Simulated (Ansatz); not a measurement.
Ansatz (a quantum-chemistry and plane-wave program) input (CCSD(T)/def2-TZVPP):

Ansatz 0.2 input:
```yaml
crystal:
  periodic: [false, false, false]
  atoms:
    - {symbol: Ce, position_ang: [0.13363989, -0.03828835, 0.14979796]}
    - {symbol: O, position_ang: [0.72296942, 0.37648830, -1.55943872]}
    - {symbol: O, position_ang: [-1.69185865, -0.09889775, 0.47340352]}
basis:
  gaussian:
    orbitals: def2-TZVPP
total_charge: -1
magnetization: {spin_polarized: true, initial_magnetization: 1}
correlation: {method: ccsd_t, electrons: outside_noble_gas}
```

End of the output:

```
cycle   1  -15.94172986 eV  change    -1.4e0 eV  update   4.2e-2
cycle   2  -16.03552848 eV  change   -9.4e-2 eV  update   1.7e-2
cycle   3  -16.02471239 eV  change    1.1e-2 eV  update   1.2e-2
cycle   4  -16.02811433 eV  change   -3.4e-3 eV  update   4.7e-3
cycle   5  -16.02638199 eV  change    1.7e-3 eV  update   2.4e-3
cycle   6  -16.02731432 eV  change   -9.3e-4 eV  update   1.1e-3
cycle   7  -16.02732704 eV  change   -1.3e-5 eV  update   5.1e-4
cycle   8  -16.02741650 eV  change   -8.9e-5 eV  update   2.3e-4
cycle   9  -16.02738656 eV  change    3.0e-5 eV  update   1.1e-4
cycle  10  -16.02740043 eV  change   -1.4e-5 eV  update   5.1e-5
cycle  11  -16.02735296 eV  change    4.7e-5 eV  update   2.6e-5
cycle  12  -16.02739188 eV  change   -3.9e-5 eV  update   1.3e-5
cycle  13  -16.02738046 eV  change    1.1e-5 eV  update   6.4e-6
perturbative correction -1.02999992 eV, -0.0378517990 hartree
Total energy: -16981.57676256 eV, -624.0614354980 hartree
```

The spin state was set by rule; other spins were not relaxed.
